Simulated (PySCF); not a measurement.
## Electron correlation in Si (silicon, neutral)

[Ne] 3s1 3p2 3d1, one real determinant (an excited configuration). Calculation: PySCF 2.14, in x2c-QZVPPall with one added diffuse shell each of s, p, d, f type (10s7p5d3f1g, 86 functions); scalar relativity by spin-free X2C-1e. Frozen: [Ne]; 4 electrons correlated.

```json
{"level": "CCSD", "correlation energy (mhartree)": "-33.88"}
{"level": "(T)", "correlation energy (mhartree)": "-3.36"}
{"level": "CCSD(T)", "correlation energy (mhartree)": "-37.24"}
```

Diagnostics: T1 = 0.041, D1 = 0.1149, largest double amplitude 0.306.

The real determinant used has ⟨L²⟩ near 8 against 12 for a pure F term, so it mixes terms. The outer electron is Rydberg-like, and this basis confines it to a smaller radius and binds it less than a complete one would. T1 exceeds 0.03, a sign that the reference determinant is poor. A double-excitation amplitude exceeds 0.15, a sign of near-degeneracy.

Cost of the coupled-cluster step: roughly 9 core-seconds, for 4 correlated electrons.

The reference is one real determinant that mixes LS terms of this configuration.
